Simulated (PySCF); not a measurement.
Species: C5H11B.
SMILES: `B/C=C\C(C)C`

Torsions of this conformer, `[BH2:1]/[CH:2]=[CH:3]\[CH:4]([CH3:5])[CH3:6]`: C2–C3–C4–C5 132°.

The closed-shell ground state was solved at several levels (PySCF, density fitting, gas phase, non-relativistic). Geometry: GFN2-xTB, one conformer, isolated molecule.

| level | basis functions | total energy (Eh) | HOMO (eV) | LUMO (eV) | gap (eV) | dipole (D) |
| --- | --- | --- | --- | --- | --- | --- |
| B3LYP/def2-SVPD | 208 | -221.8248 | -7.60 | -2.10 | 5.50 | 1.64 |
| PBE0/pcSseg-1 | 157 | -221.6485 | -7.81 | -1.89 | 5.92 | 1.64 |

(1) What might B3LYP/pcJ-1 (272 basis functions) give for the same quantities?

(2) How far do the dipole and the HOMO energy spread over the levels?

Results:

(1) Total energy -221.9935 Eh, HOMO -7.58 eV, LUMO -2.07 eV, gap 5.51 eV, dipole 1.64 D.

(2) The dipole runs from 1.64 to 1.64 D (mean 1.64 D) and the HOMO from -7.81 to -7.58 eV.
